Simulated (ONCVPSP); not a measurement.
**mercury (Hg), ONCV: configuration errors across variants**

ONCVPSP 4.0.1 input, shortened (lines: element, Z, core and valence counts, functional; n l f; lmax; l rc ep ncon nbas qcut; lloc lpopt rc5 dvloc0; l nproj debl; icmod fcfact rcfact), Wu-Cohen, scalar-relativistic:

```
  Hg 80.00   12    3  -118130      upf
    1    0    2.00
    2    0    2.00
    2    1    6.00
    3    0    2.00
    3    1    6.00
    3    2   10.00
    4    0    2.00
    4    1    6.00
    4    2   10.00
    4    3   14.00
    5    0    2.00
    5    1    6.00
    5    2   10.00
    6    0    1.00
    6    1    1.00
    2
    0    1.75    0.00    3    7    3.20
    1    2.80    0.00    4    8    3.10
    2    1.50    0.00    4    7    6.40
    4    4    1.15   -1.00
    0    2    0.40
    1    2    3.50
    2    2    1.50
    1    0.65    0.00
```

All-electron excitation energies from the reference (eV): (1) 5d10 6s2 6p0 -6.173; (2) 5d10 6s1 6p0 4.580; (3) 5d10 6s0 6p0 23.598; (4) 5d10 6s0 6p2 6.619.

3 further variants failed, have other tests or too few solved ones, and are left out.

A true bound ghost makes a file unfit for plane-wave use even where its test errors are small: the radial tests pick states by their node count and pass the ghost by.

Errors AE − PS in meV (a dash: test not solved or not reliable):

```
    change   (1)   (2)  (3)   (4)  bound ghosts  GHOST(+) flags above zero
      base  +0.2  -5.3  -39  -5.3             s                       s, p
s: rc 2.04  -1.9  -5.3  -38  -3.8             s                          p
s: rc 2.48  -3.5  -5.6  -36  -6.1             s                          p
```

(1) Give the same row for: s: rc 2.26.

## Answers

(1) -2.4, -5.4, -36, -4.0; bound ghosts: s; GHOST(+) flags above zero: p.
